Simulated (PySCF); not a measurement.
These 2 structures share the formula C9H7F3O. Method: PBE0-D3(BJ)/def2-SVP geometry optimisation, gas phase (PySCF 2.14.0). One conformer each; no zero-point energy, no entropy. No frequencies were run at this level. Point groups hold within 0.08 Å.

Question: Order them by energy at this level, lowest first, and give relative energies in kcal/mol.
A. `[F:1][C:2]([F:3])([F:4])[C@@H:5]1[CH2:6][c:7]2[cH:8][cH:9][cH:10][cH:11][c:12]2[O:13]1` with C2–C5–C6–C7 -107°, C5–C6–C7–C8 174°, C11–C12–O13–C5 -173°, C2–C5–O13–C12 109°
B. `[O:1]=[CH:2][c:3]1[cH:4][cH:5][c:6]([CH2:7][C:8]([F:9])([F:10])[F:11])[cH:12][cH:13]1` with O1–C2–C3–C4 180°, C5–C6–C7–C8 85°

Answer: A (0.0), B (0.7).

As drawn, the higher has a C=O bond, which the lower lacks. Neighbours under 2.5 kcal/mol apart (FC(F)(F)[C@@H]1Cc2ccccc2O1 and O=Cc1ccc(CC(F)(F)F)cc1) can change places with a better method, another conformer or zero-point energy.

```tsv
SMILES	E (Eh)	E rel (kcal/mol)	dipole (D)	point group	A, B, C (MHz)
FC(F)(F)[C@@H]1Cc2ccccc2O1	-720.66074	0.0	2.23	C1	1947, 526.9, 478.1
O=Cc1ccc(CC(F)(F)F)cc1	-720.65955	0.7	2.93	C1	2306, 361.3, 343.6
```
